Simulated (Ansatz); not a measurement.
Gas-phase electronic energies from Ansatz, PBE0-D4/def2-TZVP geometries. CCSD(T)/CBS is the MP2 limit (def2-TZVPP, def2-QZVPP) plus CCSD(T) − MP2 in def2-TZVPP, frozen cores. One conformer a species, not always the lowest.

Reaction (redistribution): `B[SiH](F)[SiH2]N` + `[SiH3]C1=C[SiH2]O1` → `N[SiH2][SiH](F)[SiH3]` + `BC1=C[SiH2]O1`

`B[SiH](F)[SiH2]N`:

Z-matrix (Å, degrees):
```
Si
F 1 1.612
Si 1 2.361 2 110.4
B 1 1.985 2 114.3 3 121.4
H 1 1.493 2 107.2 3 -115.5
N 3 1.720 1 110.7 2 66.4
H 3 1.498 1 105.5 2 -167.3
H 3 1.488 1 110.4 2 -52.0
H 4 1.195 1 124.4 2 -12.7
H 4 1.198 1 117.5 2 172.6
H 6 1.006 3 121.4 1 51.8
H 6 1.007 3 120.0 1 -160.9
```

`[SiH3]C1=C[SiH2]O1`:

Z-matrix (Å, degrees):
```
Si
O 1 1.707
C 1 2.160 2 40.3
C 1 1.831 2 78.8 3 -0.0
H 1 1.484 2 112.4 3 -118.0
H 1 1.484 2 112.3 3 118.0
Si 3 1.878 1 170.2 2 0.1
H 4 1.077 1 147.8 2 180.0
H 7 1.484 3 107.7 1 180.0
H 7 1.484 3 109.6 1 -60.0
H 7 1.484 3 109.6 1 59.9
```

`N[SiH2][SiH](F)[SiH3]`:

Cartesian coordinates in Å:
```
N -1.464 1.213 2.180
Si -0.084 0.835 1.217
Si -0.465 -0.528 -0.667
F -1.149 -1.915 -0.191
Si 1.488 -1.006 -1.877
H -1.862 0.487 2.755
H -2.195 1.786 1.786
H 0.905 0.154 2.096
H 0.499 2.107 0.704
H -1.440 0.134 -1.586
H 1.212 -1.876 -3.051
H 2.495 -1.675 -1.009
H 2.060 0.282 -2.358
```

`BC1=C[SiH2]O1`:

```xyz
10

B     0.854    1.097   -1.438
C     0.141    0.283   -0.339
C     0.624   -0.713    0.448
Si   -1.073   -0.724    1.160
O    -1.205    0.504   -0.001
H     0.283    1.949   -2.046
H     2.000    0.841   -1.657
H     1.621   -1.122    0.440
H    -1.280   -0.238    2.545
H    -1.965   -1.878    0.888
```

```json
{"species": "`B[SiH](F)[SiH2]N`", "CCSD(T)/CBS(def2) energy (Eh)": "-761.70425"}
{"species": "`[SiH3]C1=C[SiH2]O1`", "CCSD(T)/CBS(def2) energy (Eh)": "-733.01935"}
{"species": "`N[SiH2][SiH](F)[SiH3]`", "CCSD(T)/CBS(def2) energy (Eh)": "-1026.61964"}
{"species": "`BC1=C[SiH2]O1`", "CCSD(T)/CBS(def2) energy (Eh)": "-468.11878"}
```

**Question.** Work out ΔE.

**Answer.** ΔE = (-1026.61964) + (-468.11878) − (-761.70425) − (-733.01935) = -0.01482 Eh = -38.9 kJ/mol.

Largest T1 diagnostic among the species: 0.014.
